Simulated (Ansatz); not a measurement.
```yaml
crystal:
  periodic: [false, false, false]
  atoms:
    - {symbol: P, position_ang: [-1.093205, -1.094646, -0.731606]}
    - {symbol: P, position_ang: [1.652920, -0.978050, -3.087829]}
    - {symbol: P, position_ang: [-0.972830, -0.975816, 4.703886]}
    - {symbol: P, position_ang: [1.513066, -1.147149, 2.051244]}
    - {symbol: P, position_ang: [-0.982712, 1.654614, -3.084631]}
    - {symbol: P, position_ang: [1.674641, 1.676327, -0.631751]}
    - {symbol: P, position_ang: [-1.147138, 1.509691, 2.052837]}
    - {symbol: Ga, position_ang: [-2.614761, 0.421051, -1.855332]}
    - {symbol: Ga, position_ang: [-2.612825, 0.447760, 3.624639]}
    - {symbol: Ga, position_ang: [0.371882, 0.376999, -4.612580]}
    - {symbol: Ga, position_ang: [0.422750, -2.613039, -1.859099]}
    - {symbol: Ga, position_ang: [0.268676, 0.267969, 0.561638]}
    - {symbol: Ga, position_ang: [3.239640, 0.203491, -1.758411]}
    - {symbol: Ga, position_ang: [0.455838, -2.612566, 3.626567]}
    - {symbol: Ga, position_ang: [0.199153, 3.241065, -1.755191]}
    - {symbol: H, position_ang: [-1.806243, -1.809873, 0.274646]}
    - {symbol: H, position_ang: [2.478660, -1.764576, -3.942415]}
    - {symbol: H, position_ang: [-1.661087, -1.665473, 5.739532]}
    - {symbol: H, position_ang: [-0.162201, -0.161977, 5.541964]}
    - {symbol: H, position_ang: [2.363594, -1.904442, 1.207215]}
    - {symbol: H, position_ang: [2.496862, -0.380771, 2.733451]}
    - {symbol: H, position_ang: [-1.770996, 2.480663, -3.937292]}
    - {symbol: H, position_ang: [2.350903, 2.352108, 0.426357]}
    - {symbol: H, position_ang: [-1.903762, 2.362548, 1.210583]}
    - {symbol: H, position_ang: [-0.380697, 2.491612, 2.737691]}
    - {symbol: H, position_ang: [-3.558034, -0.417585, -2.790892]}
    - {symbol: H, position_ang: [-3.246908, 1.320532, -0.716500]}
    - {symbol: H, position_ang: [-3.571481, -0.511437, 2.850924]}
    - {symbol: H, position_ang: [-3.102212, 1.489365, 4.691853]}
    - {symbol: H, position_ang: [-0.571084, -0.566059, -5.453124]}
    - {symbol: H, position_ang: [1.352889, 1.359985, -5.358486]}
    - {symbol: H, position_ang: [-0.416134, -3.555912, -2.794889]}
    - {symbol: H, position_ang: [1.324785, -3.245881, -0.722679]}
    - {symbol: H, position_ang: [3.845532, -0.724904, -0.626202]}
    - {symbol: H, position_ang: [4.216497, 1.082218, -2.623378]}
    - {symbol: H, position_ang: [-0.500889, -3.575624, 2.855201]}
    - {symbol: H, position_ang: [1.499488, -3.096869, 4.694101]}
    - {symbol: H, position_ang: [-0.728465, 3.845298, -0.621459]}
    - {symbol: H, position_ang: [1.075888, 4.219314, -2.620584]}
basis:
  gaussian: {orbitals: 6-31G, fitting: {mean_field: cc-pVTZ-jkfit}}
total_charge: -1
hamiltonian: {xc: {name: PBE0-DH}, pseudopotentials: {relativity: scalar}}
scf: {lower_state_search: light}
```

```sh
$ ansatz run in.yaml --threads 2 --pin off --events-out ev --progress --plain --max-ram 32768MiB --backend cuda --devices 0, --max-vram 18GiB
```

Output, abridged:

```
Functional definition: PBE0-DH
3223 factors; integrals over basis functions are off by at most 2.4e-2 eV
mean field evaluation 1: about -487694.8096 eV, gradient 3.2e1 eV
mean field evaluation 2: about -487694.8072 eV, gradient 3.2e1 eV
mean field evaluation 4: about -487697.6314 eV, gradient 4.0e0 eV
mean field evaluation 8: about -487697.6650 eV, gradient 6.0e-2 eV
mean field evaluation 16: about -487697.6650 eV, gradient 4.7e-6 eV
mean field -487697.66502225 eV, -17922.5586162174 hartree, gradient 4.7e-6 eV, S^2 0.000000; 0 other end points of the search recorded, 0 dependent functions left out
107 core orbitals not correlated: weight in the atoms' cores, before any rotation towards them, 1.000 or more for the frozen orbitals, at most 0.000 for the correlated occupied ones
reference -487697.66509433 eV, -17922.5586188663 hartree; 82, 82 occupied and 182, 182 virtual orbitals, 3223 factors
second order -71.77134295 eV of doubles, -0.00000000 eV of singles
Total energy: -487706.63651220 eV, -17922.8883123919 hartree
Relativity: scalar
```

It took 15 s on 2 threads of AMD EPYC 7R13 on a shared host and a share (18 GiB) of an NVIDIA H100 80GB HBM3, peak host memory 2 GiB.

The 6-31G sets use Cartesian d functions. Correlated methods freeze 107 core orbitals; core or outer-core shells of Ga are correlated, in sets that lack core-valence functions. The highest occupied level of an anion often lies above zero with these methods, and sets without diffuse functions describe the outer electron poorly.
